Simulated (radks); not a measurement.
Removal energies from the copper ion Cu10+, [Ar] 3d1, by Delta-SCF beside the eigenvalue of the level emptied. Method: scalar-relativistic Kohn-Sham, BLYP, spin-polarised, spherical densities, finite nucleus; Fermi nuclear charge, rms radius of each element as measured or else 0.836 A^(1/3) + 0.57 fm; computed with a radial shooting solver on a logarithmic mesh with Libxc functionals. Open shells are filled with parallel spins first.

removed from,final configuration,Delta-SCF (eV),-eigenvalue (eV)
3d,[Ar],265.39,248.22
3p,[Ne] 3s2 3p5 3d1,331.72,315.64
3s,[Ne] 3s1 3p6 3d1,376.22,360.14
2p,[He] 2s2 2p5 3s2 3p6 3d1,1245.2,1200.9
